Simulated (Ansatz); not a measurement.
Relaxation of BFH2IN (6 atoms, charge 0, multiplicity 1), to a largest force component of 0.015 eV/Å in at most 40 steps.

Level of theory: RKS LDA/def2-SVP (Ansatz 0.2.0).

```xyz
6
Properties=species:S:1:pos:R:3:forces:R:3
N -0.173 0.873 0.185 0.09 -1.41 -0.42
B 0.017 -0.547 -0.165 2.39 0.26 1.42
F 1.174 -1.213 0.307 -2.89 1.35 -1.22
I -1.361 -1.633 -1.395 0.25 -0.12 0.11
H -0.237 1.451 -0.676 -0.13 -0.13 0.38
H -1.035 1.016 0.748 0.30 0.05 -0.28
```

Task: Where does it end, and by what steps?

Result: The forces met the threshold. After 12 steps the energy has fallen by 1.115 eV; H6 moved furthest, 1.09 Å.

```json
{"step": "0", "energy less start (eV)": "0.0000", "largest force component (eV/Å)": "2.888", "accepted": "yes"}
{"step": "1", "energy less start (eV)": "-0.1929", "largest force component (eV/Å)": "1.498", "accepted": "yes"}
{"step": "2", "energy less start (eV)": "-0.2683", "largest force component (eV/Å)": "0.640", "accepted": "yes"}
{"step": "3", "energy less start (eV)": "-0.3744", "largest force component (eV/Å)": "0.974", "accepted": "yes"}
{"step": "4", "energy less start (eV)": "-0.5663", "largest force component (eV/Å)": "1.315", "accepted": "yes"}
{"step": "5", "energy less start (eV)": "-0.7238", "largest force component (eV/Å)": "1.676", "accepted": "yes"}
{"step": "6", "energy less start (eV)": "-0.9253", "largest force component (eV/Å)": "1.161", "accepted": "yes"}
{"step": "7", "energy less start (eV)": "-1.0778", "largest force component (eV/Å)": "0.409", "accepted": "yes"}
{"step": "8", "energy less start (eV)": "-1.1139", "largest force component (eV/Å)": "0.084", "accepted": "yes"}
{"step": "9", "energy less start (eV)": "-1.1145", "largest force component (eV/Å)": "0.108", "accepted": "yes"}
{"step": "10", "energy less start (eV)": "-1.1146", "largest force component (eV/Å)": "0.064", "accepted": "yes"}
{"step": "11", "energy less start (eV)": "-1.1147", "largest force component (eV/Å)": "0.042", "accepted": "yes"}
{"step": "12", "energy less start (eV)": "-1.1147", "largest force component (eV/Å)": "0.002", "accepted": "yes"}
```

```xyz
6
Properties=species:S:1:pos:R:3
N -0.372 0.771 0.047
B -0.079 -0.569 -0.153
F 0.713 -1.231 0.674
I -0.914 -1.617 -1.828
H -0.980 1.305 -0.576
H 0.017 1.289 0.840
```

Whether the end is a true minimum wasn't checked by a vibrational analysis.

Time of the run: 27 s on 1 thread of Intel(R) Xeon(R) Processor @ 2.70GHz, with other jobs on the host, peak memory 0.15 GiB.
